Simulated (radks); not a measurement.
Charge is removed step by step from the 3s down level of the nickel ion Ni+, starting from [Ne] 3s(up 1, down 1) 3p6 3d9. Calculated with a radial shooting solver on a logarithmic mesh with Libxc functionals: scalar-relativistic Kohn-Sham, LDA (Slater exchange, Perdew-Wang correlation), spin-polarised, spherical densities, finite nucleus; open shells are filled with parallel spins first; Fermi nuclear charge, rms radius 3.7757 fm.

removed (e)  E - E(0) (eV)  eigenvalue (eV)  E minus straight line (eV)
0                    0.000          -113.32                       0.000
0.1                 11.404          -114.82                      -0.738
0.2                 22.960          -116.37                      -1.324
0.3                 34.673          -117.96                      -1.752
0.4                 46.548          -119.60                      -2.019
0.5                 58.589          -121.28                      -2.120
0.6                 70.800          -123.00                      -2.050
0.7                 83.185          -124.76                      -1.807
0.8                 95.748          -126.55                      -1.387
0.9                 108.49          -128.37                      -0.786
1                   121.42          -130.23                       0.000

Removing the whole electron costs 121.42 eV by Delta-SCF, against 113.32 eV from minus the eigenvalue at the starting occupation. Slater's transition state (half an electron removed) gives 121.28 eV. Integrating minus the eigenvalue over the occupation (Janak's theorem) gives 121.44 eV. In this scalar-relativistic scheme the density is built from large components alone, so the theorem holds only approximately. The mean slope of the eigenvalue, de/dn, is 16.9 eV per electron.
